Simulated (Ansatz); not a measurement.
Geometry optimisation, RHF/def2-SVP in Ansatz 0.2.0.

Input:

```yaml
crystal:
  periodic: [false, false, false]
  atoms:
    - { symbol: B, position_ang: [0.0, 0.0, 0.0] }
    - { symbol: F, position_ang: [0.0, 0.0, 1.67] }
    - { symbol: F, position_ang: [1.1431, 0.0, -0.66] }
    - { symbol: Cl, position_ang: [-1.6108, 0.0, -0.93] }
    - { symbol: "N", position_ang: [-0.2369, -1.7396, 0.5833] }
    - { symbol: H, position_ang: [-0.6522, -2.4652, -0.0683] }
    - { symbol: H, position_ang: [0.0425, -2.0107, 1.5692] }
    - { symbol: H, position_ang: [-0.1449, -1.064, 1.5337] }
basis:
  gaussian: { orbitals: def2-SVP }
hamiltonian:
  xc: hf
relax:
  f_tol: 0.15
  max_steps: 25
  restrain:
    - { distance: [0, 4], at: 1.55, k: 30.0 }
    - { distance: [7, 1], at: 0.92, k: 30.0 }
    - { distance: [0, 1], at: 2.52, k: 30.0 }
    - { distance: [7, 4], at: 2.26, k: 30.0 }
```

Launched with:

```bash
$ ansatz run input.yaml --threads 1 --pin off --max-ram 2048MiB --backend cpu --events-out ev --progress --plain --runs-dir out
```

**Question.** Where does it end, and by what steps?

**Answer.** The forces met the threshold. The restraints hold the end off the free minimum. After 11 steps the energy has fallen by 5.826 eV (the restraints' own energy left out); H7 moved furthest, 1.27 Å. Parted: N5–H8 (1.17 → 2.26 Å).

| step | energy less start (eV) | largest force component (eV/Å) | accepted |
| --- | --- | --- | --- |
| 0 | 0.0000 | 6.953 | yes |
| 1 | -1.7679 | 6.763 | yes |
| 2 | -3.0796 | 6.118 | yes |
| 3 | -4.3804 | 3.719 | yes |
| 4 | -4.9508 | 3.619 | yes |
| 5 | -5.3129 | 1.741 | yes |
| 6 | -5.5122 | 2.009 | yes |
| 7 | -5.6473 | 2.264 | yes |
| 8 | -5.7881 | 2.297 | yes |
| 9 | -5.8020 | 2.219 | yes |
| 10 | -5.7550 | 2.531 | no |
| 11 | -5.8262 | 2.146 | yes |

```xyz
8
Properties=species:S:1:pos:R:3
B -0.037 -0.590 -0.280
F -0.253 0.417 2.033
F 1.135 -0.029 -0.413
Cl -1.473 0.184 -0.965
N -0.149 -1.900 0.381
H -0.975 -2.451 0.269
H 0.682 -2.432 0.555
H -0.389 -0.479 2.119
```

The run took 20 s on 1 thread of Arm Neoverse V2, with other jobs on the host, peak memory 0.16 GiB.
